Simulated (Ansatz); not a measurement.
Reaction (substitution at a C–C bond): `C=CCCCCCCCC` + `Sc1ccccc1` → `CCSc1ccccc1` + `C=CCCCCCC`

Isolated molecules relaxed with PBE0-D4/def2-TZVP in Ansatz; ΔE leaves out vibrations. CCSD(T)/CBS adds triple-zeta CCSD(T) − MP2 to the extrapolated MP2 energy (def2 sets, frozen cores). DFT in def2-TZVPP. B3LYP here is the variant with VWN-RPA as its local correlation; programs differ in this. One conformer a species, not always the lowest.

`C=CCCCCCCCC`:

Cartesian coordinates in Å:
```
C 3.146 -1.474 -2.685
C 2.112 -0.682 -2.931
C 1.745 0.527 -2.139
C 0.358 0.425 -1.513
C -0.027 1.672 -0.735
C -1.440 1.642 -0.165
C -1.731 0.487 0.787
C -0.830 0.455 2.013
C -1.206 -0.613 3.032
C -1.044 -2.036 2.520
H 3.827 -1.274 -1.863
H 3.353 -2.346 -3.294
H 1.453 -0.922 -3.765
H 1.771 1.410 -2.792
H 2.493 0.695 -1.357
H 0.331 -0.454 -0.861
H -0.384 0.242 -2.301
H 0.698 1.831 0.071
H 0.066 2.544 -1.393
H -1.629 2.588 0.357
H -2.156 1.604 -0.994
H -2.774 0.561 1.118
H -1.657 -0.461 0.245
H 0.211 0.299 1.706
H -0.858 1.439 2.497
H -2.242 -0.455 3.354
H -0.587 -0.482 3.925
H -1.263 -2.765 3.303
H -1.714 -2.246 1.683
H -0.021 -2.214 2.177
```

`Sc1ccccc1`:

Cartesian coordinates in Å:
```
S -2.804 0.475 -0.069
C -1.075 0.157 -0.030
C -0.654 -1.158 -0.210
C 0.696 -1.465 -0.187
C 1.641 -0.470 0.013
C 1.221 0.840 0.191
C -0.127 1.157 0.171
H -2.725 1.799 0.129
H -1.387 -1.942 -0.367
H 1.009 -2.493 -0.328
H 2.697 -0.713 0.029
H 1.949 1.628 0.348
H -0.442 2.184 0.312
```

`CCSc1ccccc1`:

Cartesian coordinates in Å:
```
C -2.583 -0.301 -0.990
C -1.503 -1.157 -1.619
S -0.383 -1.931 -0.436
C 0.530 -0.588 0.233
C 0.644 0.664 -0.365
C 1.424 1.649 0.222
C 2.108 1.400 1.401
C 2.001 0.151 1.996
C 1.214 -0.833 1.424
H -2.156 0.529 -0.425
H -3.192 -0.893 -0.304
H -3.237 0.115 -1.761
H -1.939 -2.011 -2.143
H -0.922 -0.606 -2.362
H 0.131 0.880 -1.293
H 1.498 2.620 -0.255
H 2.717 2.173 1.855
H 2.527 -0.059 2.921
H 1.121 -1.802 1.902
```

`C=CCCCCCC`:

Cartesian coordinates in Å:
```
C 2.127 -2.515 -1.953
C 1.349 -1.572 -1.440
C -0.123 -1.699 -1.235
C -0.543 -1.688 0.238
C -0.130 -0.449 1.023
C -0.683 0.857 0.477
C -0.337 2.059 1.340
C -0.884 3.364 0.788
H 3.195 -2.371 -2.074
H 1.720 -3.469 -2.276
H 1.804 -0.631 -1.134
H -0.632 -0.882 -1.760
H -0.472 -2.628 -1.697
H -0.124 -2.574 0.725
H -1.633 -1.793 0.285
H -0.465 -0.569 2.059
H 0.963 -0.388 1.072
H -1.774 0.779 0.383
H -0.306 1.031 -0.538
H -0.722 1.897 2.354
H 0.752 2.128 1.439
H -0.623 4.212 1.426
H -0.487 3.566 -0.211
H -1.974 3.332 0.708
```

```json
{"level": "r2SCANh-D4", "ΔE (kcal/mol)": "-0.9"}
{"level": "BHLYP-D4", "ΔE (kcal/mol)": "-0.6"}
{"level": "PBE0", "ΔE (kcal/mol)": "-0.5"}
{"level": "B3LYP", "ΔE (kcal/mol)": "-0.4"}
{"level": "r2SCANh", "ΔE (kcal/mol)": "-0.8"}
{"level": "LC-ωPBE", "ΔE (kcal/mol)": "0.2"}
{"level": "HF/def2-QZVPP", "ΔE (kcal/mol)": "1.2"}
{"level": "CCSD/CBS(def2)", "ΔE (kcal/mol)": "0.2"}
```

(1) What does CCSD(T)/CBS give? (Best estimate.)

Largest T1 diagnostic among the species: 0.011.

Results:

(1) Computed: -0.4 kcal/mol. The listed levels differ from it by -0.5, -0.2, -0.1, 0.0, -0.4, 0.6, 1.6, 0.6 kcal/mol.

At CCSD(T), def2-SVP lies +2.5 kcal/mol from the extrapolated value and def2-TZVPP +0.5 kcal/mol. From BLYP to BHLYP (50 % exact exchange), in def2-TZVPP and without D4, ΔE moves by +1.2 kcal/mol.

CCSD(T)/CBS has its own doubt, a few kJ/mol and more with outer-core shells, so smaller differences from it don't rank the levels.
